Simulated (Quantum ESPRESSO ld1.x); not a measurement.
All-electron atom: Tb IV in [Xe] 4f8 (the NIST ground configuration).

Method: scalar-relativistic Kohn-Sham, LDA (Slater exchange, Perdew-Wang correlation), spin-polarised, spherical densities, point nucleus; open shells are filled with parallel spins first; computed with ld1.x of Quantum ESPRESSO 7.5.

Energy parts (hartree):
total: -11699.857
kinetic: 12590.840
electron-nucleus: -28529.706
Hartree: 4486.398
exchange-correlation: -247.390

Orbitals (lengths in bohr, moments of r in powers of bohr):
| orbital | occ. | eigenvalue (hartree) | <r^2> |
|---|---|---|---|
| 1s down | 1 | -1905.28 | 0.0006323 |
| 1s up | 1 | -1905.28 | 0.0006323 |
| 2s up | 1 | -316.853 | 0.009900 |
| 2s down | 1 | -316.850 | 0.009900 |
| 2p up | 3 | -281.795 | 0.007992 |
| 2p down | 3 | -281.792 | 0.007992 |
| 3s up | 1 | -71.2301 | 0.06566 |
| 3s down | 1 | -71.1399 | 0.06556 |
| 3p up | 3 | -60.4191 | 0.06586 |
| 3p down | 3 | -60.3297 | 0.06575 |
| 3d up | 5 | -46.2944 | 0.05520 |
| 3d down | 5 | -46.2245 | 0.05507 |
| 4s up | 1 | -15.1165 | 0.3307 |
| 4s down | 1 | -14.9228 | 0.3309 |
| 4p up | 3 | -11.5503 | 0.3736 |
| 4p down | 3 | -11.3591 | 0.3741 |
| 4d up | 5 | -6.65381 | 0.4483 |
| 4d down | 5 | -6.46704 | 0.4504 |
| 5s up | 1 | -2.85868 | 1.871 |
| 5s down | 1 | -2.76581 | 1.920 |
| 5p up | 3 | -1.97582 | 2.517 |
| 5p down | 3 | -1.90621 | 2.605 |
| 4f up | 7 | -1.33321 | 0.8577 |
| 4f down | 1 | -1.16814 | 0.9428 |

The highest occupied level is 4f down at -31.787 eV. The density falls to 0.001 e/bohr^3 at r = 3.21 bohr.
